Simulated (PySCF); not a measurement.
Computed IR spectrum (relative IR intensity) of a molecule CH₉NSi₄. Geometry optimised at B3LYP-D3(BJ)/def2-SVP. The values are those of a single conformer. Method: B3LYP-D3(BJ)/def2-SVP run with PySCF 2.14.0. Frequencies are harmonic and unscaled.

Lines under 2 % of the strongest are left out, and lines within 2 cm⁻¹ are merged.

ν (cm⁻¹): 124 (vw), 344 (w), 411 (w), 435 (vw), 495 (vw), 511 (vw), 526 (vw), 590 (w), 649 (s), 680 (w), 698 (s), 702 (m), 758 (m), 792 (s), 882 (vs), 899 (m), 921 (w), 943 (m), 946 (w), 956 (s), 1289 (w), 1590 (m), 2178 (m), 2190 (s), 2199 (m), 2211 (m), 2219 (m), 2222 (s), 2225 (s), 2231 (m), 3006 (m) (against the strongest line: vs over 80 %, s over 45 %, m over 15 %, w over 4 %, vw less)

**Question.** Identify the compound among the candidates.
A. [SiH3][Si@@H]1N=C[SiH2][SiH2]1
B. [SiH3][SiH2][Si@H]1C=N[SiH2]1
C. [SiH3]C1=N[SiH2][Si@@H]1[SiH3]
D. C1=N[SiH2][SiH2][SiH2][SiH2]1

**Answer.** B, [SiH3][SiH2][Si@H]1C=N[SiH2]1
